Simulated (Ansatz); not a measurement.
Diatomic BBr, closed-shell singlet (the spin of the measured ground state). No spin–orbit coupling. Br is treated without relativity.

| level | bond energy D_e (kcal/mol) |
|---|---|
| SVWN5/def2-TZVPP | 125.76 |
| PBE/def2-TZVPP | 110.62 |
| r2SCAN/def2-TZVPP | 106.76 |
| B97M-V/def2-TZVPP | 107.59 |
| B3LYP/def2-TZVPP | 101.89 |
| PBE0/def2-TZVPP | 105.56 |
| BHLYP/def2-TZVPP | 95.97 |
| CAM-B3LYP/def2-TZVPP | 100.49 |
| wB97X-V/def2-TZVPP | 102.91 |
| wB97M-V/def2-TZVPP | 105.67 |
| B2PLYP/def2-TZVPP | 103.05 |
| CCSD/def2-TZVPP | 98.44 |
| CCSD/def2-QZVPP | 99.92 |
| CCSD(T)/def2-TZVPP | 102.76 |
| CCSD(T)/def2-QZVPP | 104.65 |
| CCSD(T)/CBS(def2-TZVPP, def2-QZVPP) | 106.19 |

The rows run from 95.97 (BHLYP/def2-TZVPP) to 125.76 kcal/mol (SVWN5/def2-TZVPP). From def2-TZVPP to def2-QZVPP CCSD(T) changes by 1.89. The 11 functionals in def2-TZVPP without D3 or D4 span 29.79, from BHLYP to SVWN5.

D_e counts from the fitted minimum to each atom's lowest state at the same level, without counterpoise. The singlet is restricted.

Correlated levels freeze the inner cores; with def2 sets outer-core shells near the valence are correlated too. CBS: X⁻³ extrapolation of the correlation energy, Hartree–Fock from the larger set.

Doubts at one or more of the structures used: a restricted determinant that unrestricted orbitals would lower (CCSD/def2-TZVPP, CCSD/def2-QZVPP, CCSD(T)/def2-TZVPP, CCSD(T)/def2-QZVPP, CCSD(T)/CBS(def2-TZVPP, def2-QZVPP)).

Run with Ansatz (Gaussian basis) for Hartree–Fock, density functionals and correlated methods. Each number belongs to the level named beside it.

Ansatz is a program for electronic structure.
